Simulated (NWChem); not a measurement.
Molecule: Si2NH3F4; SMILES F[SiH](F)N[SiH](F)F

```xyz
10

Si    -1.4905     0.4002     0.0457
F     -2.6725    -0.0703    -0.9421
F     -1.5740    -0.4479     1.4124
N      0.0000     0.0000    -0.7057
Si     1.4905    -0.4002     0.0457
F      1.5740     0.4479     1.4124
F      2.6725     0.0703    -0.9421
H     -1.7137     1.8184     0.3700
H      0.0000     0.0000    -1.7239
H      1.7137    -1.8184     0.3700
```
Atoms are numbered in this order, from 1.

This is a stationary point of PBE0/def2-SVP (NWChem), point group C2. 

Problem. Is it a minimum? If not, what does it relax to?

Solution. No. It has an imaginary frequency of 56i cm⁻¹. Following that mode (on a finer grid) lowers the energy by 0.5 kcal/mol and ends, with real frequencies alone, at point group C1:
```xyz
10

Si    -1.4436     0.4081     0.0098
F     -2.5411     0.4372    -1.1703
F     -2.1146    -0.4287     1.2116
N     -0.0695    -0.4040    -0.6322
Si     1.5448    -0.3444    -0.0655
F      1.4640     0.4289     1.3470
F      2.4888     0.5400    -1.0249
H     -1.1542     1.7646     0.4959
H     -0.2656    -1.0069    -1.4293
H      2.1887    -1.6607     0.0839
```
